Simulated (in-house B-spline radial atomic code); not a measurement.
A run on Sb⁻ that did not converge. Method: scalar-relativistic (X2C) r2SCAN0, spin-polarised, spherical fractional occupations, exact exchange averaged over the configuration, Fermi nucleus of rms radius 4.6802 fm; computed with a B-spline radial code for spherical atoms.

Command:
```bash
python run_scf.py task.json out
```
Settings (nuclear radius in fm, mass in u):
```
Z                51
configuration    [Kr] 4d10 5s2 5p4
hamiltonian      x2c
method           r2scan0
spin_polarised   True
nucleus          fermi
rms_radius       4.6802
atomic_mass      120.90381
speed_of_light   137.035999084
exact_exchange   averaged over the configuration
```

First and last ten iterations of the last attempt (damped for 15 steps, keeping 80 % of the old Fock matrix, then DIIS):
```
 iter        energy (Eh)    residual
    1       -6479.021143    1.11e-01
    2       -6480.336691    9.05e-02
    3       -6480.541093    6.46e-02
    4       -6480.656700    4.74e-02
    5       -6480.724901    3.44e-02
    6       -6480.766511    2.72e-02
    7       -6480.792397    2.10e-02
    8       -6480.808582    1.58e-02
    9       -6480.818636    1.16e-02
   10       -6480.824795    8.69e-03
  111       -6450.263436    3.03e-01
  112       -6413.303282    4.85e-01
  113       -6480.831691    3.93e-03
  114       -6480.831932    3.56e-03
  115       -6480.774955    1.77e-02
  116       -6480.832443    2.78e-03
  117       -6480.783770    1.53e-02
  118       -6480.785351    1.47e-02
  119       -6480.798726    1.23e-02
  120       -6480.820873    7.69e-03
 not converged after 120 iterations
```

The smallest residual met was 1.2e-03; the threshold is about 5e-07. No energy from this run should be used. Run time, properties included: 4 s on 1 thread of Intel(R) Xeon(R) 6975P-C, on a shared host.
